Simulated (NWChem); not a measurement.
System: PbIF, singlet; SMILES [F][Pb][I]

NWChem input:

```
start job
memory heap 200 mb stack 900 mb global 1100 mb
geometry units angstroms noautoz
  Pb     0.213069     1.017163     0.000000
  F     -1.771315     1.556138     0.000000
  I     -0.045405    -1.801902     0.000000
end
basis spherical
  * library def2-svp
end
ecp
  I library def2-ecp
  Pb library def2-ecp
end
dft
  xc xtpss03 ctpss03
  iterations 150
  mulliken
end
task dft energy
```

Parts of the log:

```
             Northwest Computational Chemistry Package (NWChem) 7.3.0
             --------------------------------------------------------

 CS  symmetry detected

                             Geometry "geometry" -> ""
                             -------------------------

 Output coordinates in angstroms (scale by  1.889725989 to convert to a.u.)

  No.       Tag          Charge          X              Y              Z
 ---- ---------------- ---------- -------------- -------------- --------------
    1 Pb                  82.0000     0.21430305     1.00493393     0.00000000
    2 F                    9.0000    -1.77266232     1.53431330     0.00000000
    3 I                   53.0000    -0.03054508    -1.81534720     0.00000000

 Effective nuclear repulsion energy (a.u.)    1069.1734661881

      Symmetry information
      --------------------

 Group name             Cs
 Group number              2
 Group order               2
 No. of unique centers     3

                                 NWChem DFT Module
                                 -----------------

 Summary of "ao basis" -> "ao basis" (spherical)
 ------------------------------------------------------------------------------
       Tag                 Description            Shells   Functions and Types
 ---------------- ------------------------------  ------  ---------------------
 Pb                         def2-svp                10       26   4s4p2d
 F                          def2-svp                 6       14   3s2p1d
 I                          def2-svp                10       26   4s4p2d

      Symmetry analysis of basis
      --------------------------

        a'         46
        a"         20

            General Information
            -------------------
          SCF calculation type: DFT
          Wavefunction type:  closed shell.
          No. of atoms     :     3
          No. of electrons :    56
           Alpha electrons :    28
            Beta electrons :    28
          Charge           :     0
          Spin multiplicity:     1
          Use of symmetry is: on ; symmetry adaption is: on
          Maximum number of iterations: 150
          AO basis - number of functions:    66
                     number of shells:    26
          Convergence on energy requested:  1.00D-06
          Convergence on density requested:  1.00D-05
          Convergence on gradient requested:  5.00D-04

              XC Information
              --------------
                  TPSS metaGGA Exchange Functional  1.000
             TPSS03 metaGGA Correlation Functional  1.000

             Grid Information
             ----------------
          Grid used for XC integration:  medium
          Radial quadrature: Mura-Knowles
          Angular quadrature: Lebedev.
          Tag              B.-S. Rad. Rad. Pts. Rad. Cut. Ang. Pts.
          ---              ---------- --------- --------- ---------
          Pb                  1.80      123          10.0       590
          F                   0.50       49          10.0       434
          I                   1.40      123          10.0       590
          Grid pruning is: on
          Number of quadrature shells:   295
          Spatial weights used:  Erf1

      Superposition of Atomic Density Guess
      -------------------------------------

 Sum of atomic energies:        -665.77972451

      Non-variational initial energy
      ------------------------------

 Total energy =    -587.629589
 1-e energy   =   -1362.543652
 2-e energy   =     589.612678
 HOMO         =      -0.317720
 LUMO         =      -0.048977

      Symmetry analysis of molecular orbitals - initial
      -------------------------------------------------

  Numbering of irreducible representations:

     1 a'          2 a"

  Orbital symmetries:

     1 a'          2 a'          3 a'          4 a'          5 a'
     6 a"          7 a'          8 a'          9 a"         10 a'
    11 a'         12 a"         13 a'         14 a"         15 a'
    16 a'         17 a'         18 a'         19 a"         20 a"
    21 a'         22 a'         23 a'         24 a"         25 a'
    26 a"         27 a'         28 a'         29 a"         30 a'
    31 a'         32 a'         33 a'         34 a"         35 a'
    36 a"         37 a'         38 a'

     ---------------------------------------------
      Total Density - Mulliken Population Analysis
     ---------------------------------------------

    Atom       Charge   Shell Charges
 -----------   ------   -------------------------------------------------------
    1 Pb  22    20.58   2.99 -0.94  1.21  0.71  3.38  2.60  0.37  0.20  9.74  0.31
    2 F    9     9.81   1.99  1.16  0.81  3.59  2.25  0.00
    3 I   25    25.62   1.83  0.22  1.24  0.68  2.92  3.14  2.72  2.86  9.83  0.18

   convergence    iter        energy       DeltaE   RMS-Dens  Diis-err
 ---------------- ----- ----------------- --------- --------- ---------
 d= 0,ls=0.0,diis     1   -590.1348194861 -7.75D+02  5.87D-02  8.25D-01
 d= 0,ls=0.0,diis     2   -585.1904174786  4.94D+00  4.93D-02  3.86D+01
 d= 0,ls=0.0,diis     3   -590.0509869465 -4.86D+00  2.36D-02  9.66D-01
 d= 0,ls=0.0,diis     4   -590.2186041497 -1.68D-01  8.38D-03  2.77D-01
 d= 0,ls=0.0,diis     5   -590.2645255009 -4.59D-02  1.33D-03  8.05D-03
  Resetting Diis
 d= 0,ls=0.0,diis     6   -590.2654896905 -9.64D-04  5.25D-04  4.32D-04
 d= 0,ls=0.0,diis     7   -590.2656109455 -1.21D-04  1.80D-04  2.09D-05
 d= 0,ls=0.0,diis     8   -590.2656066025  4.34D-06  1.19D-04  5.34D-05
 d= 0,ls=0.0,diis     9   -590.2656133303 -6.73D-06  3.28D-05  1.50D-05
 d= 0,ls=0.0,diis    10   -590.2656148359 -1.51D-06  6.74D-06  5.08D-08
 d= 0,ls=0.0,diis    11   -590.2656148454 -9.51D-09  2.15D-06  1.49D-08

[...]
```

Level: TPSS/def2-SVP with def2 effective core potentials on I, Pb. Low-valent species are run as closed-shell singlets; no triplet was tried in these runs. All runs use the structure optimised with PBE0/def2-SVP. def2 effective core potentials on I, Pb; no spin-orbit coupling.
